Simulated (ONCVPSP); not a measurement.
Hg (Z = 80): one change to an ONCV potential, before and after

- Element: mercury
- Generator: ONCVPSP 4.0.1
- Type: optimised norm-conserving Vanderbilt (ONCV)
- Functional: PBE
- Relativity: scalar-relativistic
- Frozen core: [Xe] 4f14
- Valence charge: 12
- Reference configuration: 5d10 6s1.75 (charge +0.25)
- Partial waves: 6s: rc 2.20 bohr, ncon 4, nbas 8, qcut 3.1 1/bohr, 2 projectors, debl 2 Ha; p scattering state at 0.17 Ha: rc 2.25 bohr, ncon 3, nbas 7, qcut 3.9 1/bohr, 2 projectors, debl 0.9 Ha; 5d: rc 1.40 bohr, ncon 4, nbas 7, qcut 8 1/bohr, 2 projectors, debl 1 Ha
- Local potential: polynomial inside 0.90 bohr (lpopt 5, dvloc0 0 Ha)
- Core correction: Teter function, parameters optimised by the program

In the p channel the program set the typed energies aside and used 0.050, 0.950 Ha.

All-electron outer shells of the reference configuration (PBE, scalar-relativistic, ld1.x):

| shell | level (eV) | outermost node (bohr) | outermost maximum (bohr) |
| --- | --- | --- | --- |
| 5p | -68.68 | 0.51 | 0.93 |
| 5d | -12.00 | 0.55 | 1.17 |
| 6s | -8.71 | 1.08 | 2.18 |

Change: s: qcut 2.1; p: qcut 2.6; d: qcut 5.4.

Cutoffs: the cutoffs (Ha) at which the residual kinetic energy of the hardest occupied pseudo-wave falls to 1 and 0.1 mHa per electron; they do not see the model core or the augmentation charge, which bear on the density cutoff. Errors are all-electron minus pseudo energies relative to the spin-unpolarised reference configuration.

**Question.** How do hardness, ghosts and transferability respond?

**Answer.** The potential gets harder (22 Ha and 27 Ha → 45 Ha and 80 Ha); both files keep a bound ghost (p, s); of the 4 tests that both files solve, the error grows in 0 and shrinks in 3 by more than 15 % and 0.3 meV (median size 15.2 → 10.2 meV).

| quantity | base | changed |
| --- | --- | --- |
| cutoff, loose | 22 Ha | 45 Ha |
| cutoff, tight | 27 Ha | 80 Ha |
| loose cutoff by channel | s 5.6 Ha, d 22 Ha | s 29 Ha, d 45 Ha |
| bound ghosts | s, p | s, p |
| GHOST(+) flags under 300 eV | s at 34.3 eV, p at 74.0 eV | s at 45.4 eV, p at 74.7 eV |
| error for 5d10 6s2, meV [ΔE -1.94 eV] | +0.2 | +0.5 |
| error for 5d10 6s1, meV [ΔE 8.75 eV] | -11 | -7.1 |
| error for 5d10 6s0, meV [ΔE 27.73 eV] | -69 | -44 |
| error for 5d10 6s0 6p2, meV [ΔE 10.64 eV] | -20 | -13 |
| s: phases at 2.23 bohr within 0.05 rad from the reference energy up to (Ha; the scan ends near 5) | n/a | 3.5 |
| p: phases at 2.28 bohr within 0.05 rad from the reference energy up to (Ha; the scan ends near 5) | 2.3 | 2.3 |
| d: phases at 1.42 bohr within 0.05 rad from the reference energy up to (Ha; the scan ends near 5) | to the end of the scan | to the end of the scan |
| rms error of d²Exc/dni dnj with the model core, mHa | 0.25 | 0.28 |

 A true bound ghost makes a file unfit for plane-wave use even where its test errors are small: the radial tests pick states by their node count and pass the ghost by.
